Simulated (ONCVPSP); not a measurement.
Logarithmic derivatives: Fe (Z = 26), ONCV

ONCVPSP 4.0.1 input, shortened (lines: element, Z, core and valence counts, functional; n l f; lmax; l rc ep ncon nbas qcut; lloc lpopt rc5 dvloc0; l nproj debl; icmod fcfact rcfact), LDA (Perdew-Wang 92), fully relativistic:

```
  Fe 26.00    3    4  -001012      upf
    1    0    2.00
    2    0    2.00
    2    1    6.00
    3    0    2.00
    3    1    6.00
    3    2    6.00
    4    0    2.00
    3
    0    1.60    0.00    5    9    7.50
    1    1.25    0.00    4    8   13.60
    2    1.25    0.00    3    8   13.00
    3    1.55    0.25    5    9    8.00
    2    5    1.25    0.00
    0    2    2.60
    1    1    2.40
    2    0    1.20
    3    3    0.90
    1    0.60    0.00
```

Open shells are filled in proportion to 2j + 1.

The phase is arctan(r·R′/R) of the radial function R(r), unwrapped; energies in Ha, scanned from -5 to 5 Ha. A pole is an energy at which the radial function vanishes at the test radius. The pseudo phase is shifted by a multiple of π to meet the all-electron one at the reference energy, and phase errors are pseudo minus all-electron; the curves can meet again beyond the range given. Levels narrower than the energy grid can be missing from the lists of poles.

```json
{"channel": "s", "radius (bohr)": "1.62", "reference energy (Ha)": "-0.20", "poles, all-electron": "-3.25", "poles, pseudo": "-3.25", "unbroken range about the reference energy with phases within 0.05 rad": "the whole range", "phase error 1 Ha above the reference energy (rad)": "+0.002"}
{"channel": "p3/2", "radius (bohr)": "1.27", "reference energy (Ha)": "-2.18", "poles, all-electron": "-1.10", "poles, pseudo": "-1.06", "unbroken range about the reference energy with phases within 0.05 rad": "below 1.8", "phase error 1 Ha above the reference energy (rad)": "+0.005"}
{"channel": "p1/2", "radius (bohr)": "1.27", "reference energy (Ha)": "-2.24", "poles, all-electron": "-1.19", "poles, pseudo": "-1.16", "unbroken range about the reference energy with phases within 0.05 rad": "below 1.7", "phase error 1 Ha above the reference energy (rad)": "+0.005"}
{"channel": "d5/2", "radius (bohr)": "1.27", "reference energy (Ha)": "-0.28", "poles, all-electron": "0.94", "poles, pseudo": "1.04", "unbroken range about the reference energy with phases within 0.05 rad": "below 1.8", "phase error 1 Ha above the reference energy (rad)": "+0.013"}
{"channel": "d3/2", "radius (bohr)": "1.27", "reference energy (Ha)": "-0.29", "poles, all-electron": "0.93", "poles, pseudo": "1.04", "unbroken range about the reference energy with phases within 0.05 rad": "below 1.8", "phase error 1 Ha above the reference energy (rad)": "+0.017"}
{"channel": "f7/2", "radius (bohr)": "1.57", "reference energy (Ha)": "0.25", "poles, all-electron": "none", "poles, pseudo": "none", "unbroken range about the reference energy with phases within 0.05 rad": "the whole range", "phase error 1 Ha above the reference energy (rad)": "+0.000"}
{"channel": "f5/2", "radius (bohr)": "1.57", "reference energy (Ha)": "0.25", "poles, all-electron": "none", "poles, pseudo": "none", "unbroken range about the reference energy with phases within 0.05 rad": "the whole range", "phase error 1 Ha above the reference energy (rad)": "+0.000"}
```

Phases in the f5/2 channel:

```tsv
E (Ha)	all-electron	pseudo
-4.96	1.357	1.357
-4.48	1.347	1.347
-4.00	1.336	1.336
-3.52	1.323	1.323
-3.04	1.308	1.308
-2.56	1.290	1.290
-2.08	1.268	1.268
-1.60	1.241	1.241
-1.12	1.207	1.207
-0.64	1.163	1.163
-0.16	1.103	1.103
0.32	1.015	1.015
0.80	0.879	0.879
1.28	0.648	0.648
1.76	0.242	0.242
2.24	-0.334	-0.334
2.72	-0.815	-0.815
3.20	-1.098	-1.098
3.68	-1.263	-1.263
4.16	-1.368	-1.368
4.64	-1.443	-1.443
```
